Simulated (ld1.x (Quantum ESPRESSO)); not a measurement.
## What one change does to a pseudopotential (W, TM semilocal)

| Quantity | Value |
| --- | --- |
| Element | W (Z = 74) |
| Generator | ld1.x (Quantum ESPRESSO) 7.5 |
| Type | norm-conserving Troullier–Martins (semilocal form) |
| Functional | PBE |
| Relativity | non-relativistic |
| Frozen core | [Kr] 4d10 4f14 |
| Valence charge | 14 |
| Reference configuration | 5s2 5p6 5d4 6s0 6p0 (charge +2) |
| Partial waves | 5s (bound): rc 1.35 bohr; 5p (bound): rc 1.90 bohr; 5d (bound): rc 1.85 bohr |
| Local potential | the d channel |
| Core correction | a·sin(br)/r model core inside 0.90 bohr |

All-electron outer shells of the reference configuration (PBE, non-relativistic, ld1.x):

```tsv
shell	level (eV)	outermost node (bohr)	outermost maximum (bohr)
5s	-80.25	0.58	1.05
4f	-57.12	–	0.42
5p	-55.97	0.59	1.13
5d	-20.52	0.63	1.45
6s	-17.20	1.39	2.71
6p	-12.49	1.56	3.23
```

Change: form changed from semilocal to separable (Kleinman–Bylander), still TM.

Cutoffs: the cutoffs (Ry, on a coarse ladder) from which the occupation-weighted sum of valence levels, in a spherical-Bessel basis at the reference potential, stays within 10 and 1 mRy of its value at 400 Ry; they do not see the model core or the augmentation charge, which bear on the density cutoff. Errors are all-electron minus pseudo energies relative to the spin-unpolarised reference configuration.

Q: Predict the effect on cutoff, ghosts and configuration errors.

A: The potential gets neither clearly harder nor softer (80 Ry and 140 Ry → 80 Ry and 140 Ry); of the 7 tests that both files solve, the error grows in 1 and shrinks in 5 by more than 15 % and 0.3 meV (median size 200.2 → 139.5 meV); the range in which the p phases agree widens (upper end -0.4 → 1.3); neither file shows a bound ghost. In the semilocal form every listed channel keeps its own potential, so the choice of the local channel does not act on these tests. It acts once the file is put into the separable form. A semilocal file is local in each channel, so a ghost entry of none says nothing of the separable form that plane-wave codes build from it.

| quantity | base | changed |
| --- | --- | --- |
| cutoff, loose | 80 Ry | 80 Ry |
| cutoff, tight | 140 Ry | 140 Ry |
| bound ghosts | none | none |
| error for 5s2 5p6 5d4 6s2 6p0, meV [ΔE -21.55 eV] | +235 | -164 |
| error for 5s2 5p6 5d4 6s1 6p0, meV [ΔE -13.89 eV] | +151 | -105 |
| error for 5s2 5p6 5d3 6s0 6p0, meV [ΔE 26.15 eV] | -3.4 | -6.5 |
| error for 5s2 5p6 5d5 6s1 6p0, meV [ΔE -22.07 eV] | +96 | -67 |
| error for 5s2 5p6 5d4 6s1.5 6p0, meV [ΔE -18.46 eV] | +200 | -139 |
| error for 5s2 5p6 5d3 6s2 6p0, meV [ΔE -11.24 eV] | +357 | -259 |
| error for 5s1 5p6 5d4 6s2 6p0, meV [ΔE 49.65 eV] | +400 | -345 |
| s: phases at 2.04 bohr within 0.05 rad from the reference energy up to (Ry; the scan ends near 5) | -0.6 | -0.3 |
| p: phases at 2.04 bohr within 0.05 rad from the reference energy up to (Ry; the scan ends near 5) | -0.4 | 1.3 |
| d: phases at 2.04 bohr within 0.05 rad from the reference energy up to (Ry; the scan ends near 5) | 4.0 | 4.0 |
